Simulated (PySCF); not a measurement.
Nb(O)2(OH) (HNbO3), SMILES [O]=[Nb](=[O])[OH], multiplicity 1. Atoms are numbered in the order given.

```xyz
5

Nb    -0.1453     0.0402     0.1481
O     -0.7193    -1.4449    -0.4762
O     -0.5537     1.2713    -0.9682
O      1.7083     0.0345     0.6195
H      2.4747    -0.5372     0.5280
```
Charge 0, spin multiplicity 1.

The structure is a stationary point at PBE0-D3(BJ)/def2-SVP. The multiplicity is an assumed one; other spin states were not compared. The def2 effective core potentials stand for the cores of Nb; spin–orbit coupling is left out. One conformer was computed; it need not be the lowest.

The numbers are results of TDA-ωB97X/def2-SVPD (PySCF), not measurements.

Vertical excitations. Isolated molecule, no solvent.

```tsv
state	energy (eV)	λ (nm)	f	main pairs
S1	3.46	358	0.003	HOMO→LUMO 93 %
S2	4.26	291	0.006	HOMO−1→LUMO 85 %
S3	4.56	272	0.013	HOMO−2→LUMO 81 %
S4	4.99	248	0.007	HOMO−3→LUMO 72 %, HOMO→LUMO+1 15 %
S5	5.16	240	0.012	HOMO→LUMO+1 71 %, HOMO−3→LUMO 13 %
S6	5.37	231	0.001	HOMO→LUMO+2 85 %
S7	5.48	226	0.004	HOMO−4→LUMO 90 %
S8	5.79	214	0.012	HOMO−1→LUMO+1 62 %, HOMO−2→LUMO+1 17 %
S9	6.01	206	0.003	HOMO−6→LUMO 81 %
S10	6.12	203	0.004	HOMO−1→LUMO+2 33 %, HOMO−5→LUMO 20 %, HOMO−3→LUMO+1 11 %, HOMO−2→LUMO+1 9 %
T1	3.36	369	0	HOMO→LUMO 92 %
T2	3.98	312	0	HOMO−1→LUMO 85 %
T3	4.31	288	0	HOMO−2→LUMO 82 %
T4	4.62	268	0	HOMO−3→LUMO 73 %
```
Triplets are in the Tamm–Dancoff approximation.
